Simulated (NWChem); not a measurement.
The numbers come from NWChem runs, not from measurements. System: C₃H₉O₂, charge 2, spin multiplicity 2, at the geometry of a parent with another charge or spin, in a state set for the comparison that need not be this species' ground state. Its SCF solution wasn't tested for a lower state. Level: UHF/def2-SVP.

Output (cleaned and shortened):

```
             Northwest Computational Chemistry Package (NWChem) 7.3.0
             --------------------------------------------------------

                                NWChem Input Module
                                -------------------

 Scaling coordinates for geometry "geometry" by  1.889725989
 (inverse scale =  0.529177249)

                             Geometry "geometry" -> ""
                             -------------------------

 Output coordinates in angstroms (scale by  1.889725989 to convert to a.u.)

  No.       Tag          Charge          X              Y              Z
 ---- ---------------- ---------- -------------- -------------- --------------
    1 C                    6.0000     0.89751600    -1.30094100     1.10379700
    2 C                    6.0000     0.46205100    -0.44798300    -0.04791700
    3 O                    8.0000     0.84211200     0.98445000     0.17655700
    4 C                    6.0000    -1.04402500    -0.30471900    -0.25091800
    5 O                    8.0000    -1.16599200     0.90932800    -0.97966800
    6 H                    1.0000     0.47863300    -0.93907200     2.05334200
    7 H                    1.0000     1.99268700    -1.34584000     1.18318600
    8 H                    1.0000     0.54153300    -2.32875300     0.93390200
    9 H                    1.0000     0.94266700    -0.73680700    -0.99576400
   10 H                    1.0000     1.73180300     1.22232900    -0.13670000
   11 H                    1.0000     0.06897600     1.43790700    -0.37418200
   12 H                    1.0000    -1.56432900    -0.24255200     0.71956000
   13 H                    1.0000    -1.43062400    -1.16478000    -0.81837800
   14 H                    1.0000    -2.06356000     1.26920200    -0.96985300

 Effective nuclear repulsion energy (a.u.)     208.1586177245

            Nuclear Dipole moment (a.u.)
            ----------------------------
        X                 Y               Z
 ---------------- ---------------- ----------------
    -0.0000037795     0.0000000000    -0.0000056692


 Summary of "ao basis" -> "" (spherical)
 ------------------------------------------------------------------------------
       Tag                 Description            Shells   Functions and Types
 ---------------- ------------------------------  ------  ---------------------
 *                          def2-svp                  on all atoms

 Summary of "ao basis" -> "ao basis" (spherical)
 ------------------------------------------------------------------------------
       Tag                 Description            Shells   Functions and Types
 ---------------- ------------------------------  ------  ---------------------
 C                          def2-svp                 6       14   3s2p1d
 O                          def2-svp                 6       14   3s2p1d
 H                          def2-svp                 3        5   2s1p

                                 NWChem SCF Module
                                 -----------------

  ao basis        = "ao basis"
  functions       =   115
  atoms           =    14
  alpha electrons =    21
  beta  electrons =    20
  charge          =   2.00
  wavefunction    = UHF
  use symmetry    = F
  symmetry adapt  = F

 Summary of "ao basis" -> "ao basis" (spherical)
 ------------------------------------------------------------------------------
       Tag                 Description            Shells   Functions and Types
 ---------------- ------------------------------  ------  ---------------------
 C                          def2-svp                 6       14   3s2p1d
 O                          def2-svp                 6       14   3s2p1d
 H                          def2-svp                 3        5   2s1p

 Forming initial guess at       0.1s

 Starting SCF solution at       0.1s

 ----------------------------------------------
         Quadratically convergent UHF

 Convergence threshold     :          1.000E-07
 Maximum no. of iterations :          100
 Integral*density screening:          1.000E-09
 ----------------------------------------------

              iter       energy          gnorm     gmax       time
             ----- ------------------- --------- --------- --------
[...]
     4     -0.180516   1 C  px               76     -0.181094   7 H  s
    37     -0.168620   3 O  pz                3     -0.167742   1 C  s

 Vector   19  Occ=1.000000D+00  E=-8.849652D-01
              MO Center=  8.2D-01, -1.5D+00,  1.0D+00, r^2= 1.6D+00
   Bfn.  Coefficient  Atom+Function         Bfn.  Coefficient  Atom+Function
  ----- ------------  ---------------      ----- ------------  ---------------
    81     -0.351671   8 H  s                 5      0.327744   1 C  py
     4      0.206814   1 C  px                6      0.193241   1 C  pz
    76      0.182540   7 H  s                71      0.178390   6 H  s
     8      0.154799   1 C  py

 Vector   20  Occ=1.000000D+00  E=-8.683997D-01
              MO Center=  8.5D-01, -1.0D+00,  9.8D-01, r^2= 2.1D+00
   Bfn.  Coefficient  Atom+Function         Bfn.  Coefficient  Atom+Function
  ----- ------------  ---------------      ----- ------------  ---------------
     4      0.312969   1 C  px               71     -0.304873   6 H  s
    76      0.267287   7 H  s                 6     -0.235877   1 C  pz
    86     -0.204255   9 H  s                 7      0.182750   1 C  px
    20      0.159819   2 C  pz

 Vector   21  Occ=0.000000D+00  E=-4.931855D-01
              MO Center= -1.1D+00,  6.9D-01, -8.4D-01, r^2= 1.4D+00
   Bfn.  Coefficient  Atom+Function         Bfn.  Coefficient  Atom+Function
  ----- ------------  ---------------      ----- ------------  ---------------
    65      0.499350   5 O  pz               62      0.452265   5 O  pz
    64      0.222425   5 O  py               61      0.213318   5 O  py
   106      0.179316  13 H  s               101     -0.174013  12 H  s

 Vector   22  Occ=0.000000D+00  E=-2.484963D-01
              MO Center= -1.6D+00,  1.1D+00, -7.1D-01, r^2= 4.1D+00
   Bfn.  Coefficient  Atom+Function         Bfn.  Coefficient  Atom+Function
  ----- ------------  ---------------      ----- ------------  ---------------
   112      1.020598  14 H  s                59     -0.848831   5 O  s
    45     -0.478828   4 C  s                31     -0.451867   3 O  s
   102      0.377339  12 H  s                97      0.338233  11 H  s
    51     -0.297792   4 C  pz               50      0.240389   4 C  py
    92      0.234564  10 H  s                63      0.219347   5 O  px

 Vector   23  Occ=0.000000D+00  E=-1.976988D-01
              MO Center=  8.1D-01,  8.3D-01, -4.6D-01, r^2= 5.8D+00
   Bfn.  Coefficient  Atom+Function         Bfn.  Coefficient  Atom+Function
  ----- ------------  ---------------      ----- ------------  ---------------
    17      0.902251   2 C  s                92     -0.890573  10 H  s
    31      0.734940   3 O  s                87     -0.716918   9 H  s
   112      0.591299  14 H  s                45     -0.493928   4 C  s
    23     -0.411624   2 C  pz               97     -0.385575  11 H  s
     3      0.328211   1 C  s               102      0.266172  12 H  s

 center of mass
 --------------
 x =  -0.01693738 y =   0.06858008 z =  -0.03871031

 moments of inertia (a.u.)
 ------------------
         388.846134265403          70.787929404732        -143.303212854165
          70.787929404732         416.837177594291         120.113148633833
        -143.303212854165         120.113148633833         512.399216527408

  Mulliken analysis of the total density
  --------------------------------------

    Atom       Charge   Shell Charges
 -----------   ------   -------------------------------------------------------
    1 C    6     6.04   1.99  0.85  0.26  2.07  0.83  0.03
    2 C    6     6.01   1.99  0.92  0.28  1.95  0.80  0.07
    3 O    8     8.22   1.99  1.07  0.61  2.88  1.66  0.01
    4 C    6     5.89   1.99  0.92  0.21  2.00  0.71  0.06
    5 O    8     7.95   1.99  1.13  0.65  2.75  1.41  0.01
    6 H    1     0.88   0.73  0.12  0.03
    7 H    1     0.85   0.72  0.10  0.03
    8 H    1     0.86   0.72  0.11  0.03
    9 H    1     0.83   0.74  0.07  0.02
   10 H    1     0.67   0.60 -0.00  0.07
   11 H    1     0.66   0.57  0.01  0.08
   12 H    1     0.77   0.69  0.05  0.03
   13 H    1     0.75   0.68  0.04  0.03
   14 H    1     0.64   0.59 -0.02  0.07

  Mulliken analysis of the alpha density
  --------------------------------------

    Atom       Charge   Shell Charges
 -----------   ------   -------------------------------------------------------
    1 C    6     3.02   0.99  0.43  0.13  1.03  0.41  0.02
    2 C    6     3.01   0.99  0.46  0.14  0.97  0.40  0.04
    3 O    8     4.12   1.00  0.53  0.31  1.45  0.83  0.01
    4 C    6     2.89   0.99  0.45  0.09  0.99  0.33  0.03
    5 O    8     4.46   1.00  0.59  0.32  1.72  0.83  0.01
    6 H    1     0.44   0.37  0.06  0.01
    7 H    1     0.43   0.36  0.05  0.01
    8 H    1     0.43   0.36  0.05  0.01
    9 H    1     0.41   0.37  0.03  0.01
   10 H    1     0.33   0.30 -0.00  0.04
   11 H    1     0.33   0.28  0.00  0.04
   12 H    1     0.42   0.37  0.03  0.01
   13 H    1     0.41   0.37  0.02  0.01
   14 H    1     0.30   0.27 -0.01  0.04

   Mulliken analysis of the beta density
   -------------------------------------

    Atom       Charge   Shell Charges
 -----------   ------   -------------------------------------------------------
    1 C    6     3.02   0.99  0.43  0.13  1.04  0.41  0.02
    2 C    6     3.00   0.99  0.46  0.14  0.97  0.39  0.04
    3 O    8     4.10   1.00  0.53  0.31  1.43  0.83  0.01
    4 C    6     3.00   0.99  0.46  0.11  1.02  0.38  0.03
    5 O    8     3.48   1.00  0.54  0.33  1.03  0.58  0.01
    6 H    1     0.44   0.37  0.06  0.01
    7 H    1     0.42   0.36  0.05  0.01
    8 H    1     0.43   0.36  0.05  0.01
    9 H    1     0.41   0.37  0.03  0.01
   10 H    1     0.33   0.30 -0.00  0.04
   11 H    1     0.34   0.29  0.01  0.04
   12 H    1     0.35   0.31  0.02  0.01
   13 H    1     0.34   0.31  0.01  0.01
   14 H    1     0.34   0.31 -0.01  0.03

   Mulliken analysis of the spin density
   -------------------------------------

    Atom       Charge   Shell Charges
 -----------   ------   -------------------------------------------------------
    1 C    6    -0.00  -0.00 -0.00  0.00 -0.00 -0.00  0.00
    2 C    6     0.01   0.00  0.00  0.00  0.00  0.01 -0.00
    3 O    8     0.02  -0.00  0.00  0.00  0.02  0.00 -0.00
    4 C    6    -0.11  -0.00 -0.01 -0.02 -0.03 -0.06  0.01
    5 O    8     0.98  -0.00  0.05 -0.01  0.69  0.26 -0.00
    6 H    1     0.00   0.00 -0.00  0.00
    7 H    1     0.00   0.00 -0.00  0.00
    8 H    1    -0.00  -0.00  0.00  0.00
    9 H    1    -0.00  -0.00  0.00 -0.00
   10 H    1    -0.00  -0.00 -0.00  0.00
   11 H    1    -0.01  -0.01 -0.00  0.00
   12 H    1     0.07   0.06  0.01  0.00
   13 H    1     0.08   0.06  0.01  0.00
   14 H    1    -0.04  -0.04 -0.00  0.00

       Multipole analysis of the density wrt the origin
       ------------------------------------------------

     L   x y z        total         alpha         beta         nuclear
     -   - - -        -----         -----         ----         -------
     0   0 0 0      2.000000    -21.000000    -20.000000     43.000000

     1   1 0 0     -1.425687      0.390552     -1.816236     -0.000004
     1   0 1 0      1.103338     -0.133517      1.236855      0.000000
     1   0 0 1     -1.279189      0.222648     -1.501832     -0.000006

     2   2 0 0     -3.468129    -87.123198    -81.832925    165.487995
     2   1 1 0     -2.534112     20.911181     18.097201    -41.542494
     2   1 0 1      4.251306    -39.804579    -35.944075     79.999960
     2   0 2 0    -10.557081    -81.080421    -77.787576    148.310916
     2   0 1 1     -4.322638     34.614186     32.068959    -71.005782
     2   0 0 2    -16.275962    -55.669527    -51.296472     90.690038

 Task  times  cpu:       25.1s     wall:       25.1s

 Total times  cpu:       25.1s     wall:       25.1s
```

Question: Write an NWChem input that would produce this output.

Answer: This is not unique; one that fits is 
```
start mol
memory heap 200 mb stack 800 mb global 1000 mb
charge 2
geometry units angstroms nocenter noautoz noautosym
  C      0.897516    -1.300941     1.103797
  C      0.462051    -0.447983    -0.047917
  O      0.842112     0.984450     0.176557
  C     -1.044025    -0.304719    -0.250918
  O     -1.165992     0.909328    -0.979668
  H      0.478633    -0.939072     2.053342
  H      1.992687    -1.345840     1.183186
  H      0.541533    -2.328753     0.933902
  H      0.942667    -0.736807    -0.995764
  H      1.731803     1.222329    -0.136700
  H      0.068976     1.437907    -0.374182
  H     -1.564329    -0.242552     0.719560
  H     -1.430624    -1.164780    -0.818378
  H     -2.063560     1.269202    -0.969853
end
basis spherical
  * library def2-svp
end
scf
  uhf
  nopen 1
  maxiter 100
  thresh 1e-7
  semidirect memsize 60000000 filesize 0
  # guess.movecs holds the orbitals of an unrestricted PBE0 run
  vectors input guess.movecs output mol.movecs
end
task scf energy
```
